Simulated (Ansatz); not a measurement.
A nudged elastic band was laid between two geometries of ClGaH2 (4 atoms, charge 0, multiplicity 1).

All numbers below come from RKS PBE-D4/def2-SVP (Ansatz).

```yaml
movable_images: 5
climbing_image: yes
spring: 5.0 eV/Å²
optimiser: quadratic models (default)
start_path: straight line
force_threshold: 0.05 eV/Å
iteration_limit: 60
end_points: relaxed
```

Image 0:

```xyz
4
Properties=species:S:1:pos:R:3
Ga 0.454 0.000 0.074
Cl 0.821 0.000 2.214
H 1.743 0.000 -0.820
H -1.060 0.000 -0.337
```

Image 6:

```xyz
4
Properties=species:S:1:pos:R:3
Ga -0.069 0.000 -0.797
Cl 1.780 0.000 1.691
H 1.847 0.000 0.354
H -1.601 0.000 -0.118
```

(1) Which bonds break or form, and what moves?

(2) Give the energies along the band, and the barrier.

(3) What is the geometry of the highest image?

The band took 6 iterations and of the order of 19 core-seconds.

Answers

(1) Bonds broken: Ga1–Cl2, Ga1–H3. Bonds formed: Cl2–H3. ClGaH2 becomes ClH + GaH.

(2) The run converged. The highest image is number 4 of 0 to 6, 196.9 kJ/mol above the first end and 19.6 kJ/mol above the last; the last end lies 177.3 kJ/mol above the first. Another band between the same ends (5 images) ends at a top of the same energy, where a vibrational analysis finds 1 clearly imaginary mode. The orbitals stay closed-shell, which can raise the energy where a bond breaks towards radicals; this wasn't checked here.

| image | path coordinate (Å) | energy (kJ/mol) | Ga1–Cl2 (Å) | Ga1–H3 (Å) | Cl2–H3 (Å) |
| --- | --- | --- | --- | --- | --- |
| 0 | 0.00 | 0.0 | 2.17 | 1.57 | 3.17 |
| 1 | 0.36 | 18.4 | 2.18 | 1.55 | 2.79 |
| 2 | 0.72 | 78.2 | 2.24 | 1.54 | 2.39 |
| 3 | 1.09 | 160.9 | 2.40 | 1.56 | 2.01 |
| 4 | 1.45 | 196.9 | 2.60 | 1.68 | 1.66 |
| 5 | 1.77 | 182.9 | 2.82 | 1.96 | 1.41 |
| 6 | 2.09 | 177.3 | 3.10 | 2.23 | 1.34 |

(3) 
```xyz
4
Properties=species:S:1:pos:R:3
Ga 0.111 0.000 -0.511
Cl 1.552 0.000 1.650
H 1.713 0.000 -0.006
H -1.418 0.000 -0.002
```

Time of the run: 19 s on 1 thread of AMD EPYC 9R45 96-Core Processor (Zen 5), on a shared host, peak memory 0.13 GiB.
